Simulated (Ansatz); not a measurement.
One change: `C#[C][Zr]([OH])([OH])[F]` becomes `[OH][Zr]([OH])([OH])[F]`.

Ansatz, PBE0-D4/def2-TZVP geometries, multiplicity 1. Each molecule was computed in one conformer, which needn't be the lowest.

Elements past krypton have def2 core potentials.

| property | `C#[C][Zr]([OH])([OH])[F]` |
| --- | --- |
| HOMO–LUMO gap (PBE0/def2-TZVPP) / eV | 6.81 |
| LUMO energy (ωB97M-V/def2-TZVPP) / eV | 0.58 |
| HOMO energy (ωB97M-V/def2-TZVPP) / eV | -10.16 |
| HOMO–LUMO gap (PBE/def2-TZVPP) / eV | 4.75 |
| size of the dipole moment (PBE/def2-TZVPP) / D | 2.94 |
| size of the dipole moment (ωB97M-V/def2-TZVPP) / D | 3.02 |

(1) What does the change do to each property? (Estimate.)

## Answers

(1) Ansatz gave: 
| property | `[OH][Zr]([OH])([OH])[F]` | shift |
| --- | --- | --- |
| HOMO–LUMO gap (PBE0/def2-TZVPP) / eV | 8.72 | 1.91 |
| LUMO energy (ωB97M-V/def2-TZVPP) / eV | 0.60 | 0.02 |
| HOMO energy (ωB97M-V/def2-TZVPP) / eV | -11.39 | -1.23 |
| HOMO–LUMO gap (PBE/def2-TZVPP) / eV | 6.38 | 1.63 |
| size of the dipole moment (PBE/def2-TZVPP) / D | 3.12 | 0.18 |
| size of the dipole moment (ωB97M-V/def2-TZVPP) / D | 3.21 | 0.19 |

With PBE0 the HOMO falls by 1.03 eV and the LUMO rises by 0.88 eV, so the gap widens by about 1.91 eV. PBE moves the HOMO by -0.56 eV and ωB97M-V by -1.23 eV. The zero-point energy changes by -16.4 kJ/mol with -3 modes. Dipoles are sizes alone; their direction can turn.
